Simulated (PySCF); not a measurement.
Species: C₆H₆ClF.
Geometry (GFN2-xTB, Å), atoms numbered from 1 in this order:
```
atom  x, y, z in Å
F1     1.286    2.119   -0.006
C2     0.792    0.924    0.481
C3     1.418   -0.260   -0.223
Cl4    3.090   -0.582   -0.051
C5     0.534   -0.970   -0.919
C6    -0.828   -0.420   -0.755
C7    -1.355   -0.450    0.658
C8    -0.681    0.782    0.149
H9     1.005    0.934    1.557
H10    0.749   -1.842   -1.510
H11   -1.518   -0.462   -1.583
H12   -2.425   -0.413    0.795
H13   -0.835   -1.058    1.382
H14   -1.233    1.696    0.002
```

Computed at PBE0/pcSseg-1 (PySCF, non-relativistic), with Q(35Cl) = −0.0817 b: Cl4, 35Cl (I = 3/2): χzz = -74.48 MHz, η = 0.094.

Q: Find the zero-field quadrupole resonance frequencies of 35Cl at Cl4.

A: From ν = (|χ|/2)√(1 + η²/3): ν = 37.29 MHz (vinyl chlorine). For 37Cl the ratio of quadrupole moments, 0.7881, gives 29.39 MHz.

Q: Apply the simplest Townes–Dailey estimate (no s hybridisation, no π bonding), ionic character = 1 − χzz/χ0, where χ0 is the coupling for one missing p electron along the bond: −109.74 MHz for 35Cl.

A: Cl4 on C3: 1 − (-74.48)/(-109.74) = 0.32. In this model a purely covalent bond gives χ0 and a free halide ion gives zero; s hybridisation or π bonding, where present, is counted here as ionic character.

In a crystal, neighbours and librations shift these lines. Geometry: GFN2-xTB; no solvent, vibrations or thermal averaging. GFN2-xTB bond lengths can be off by several hundredths of an ångström, more for odd bonds, and the gradients follow them. With so small a basis the couplings can be 20 % off.
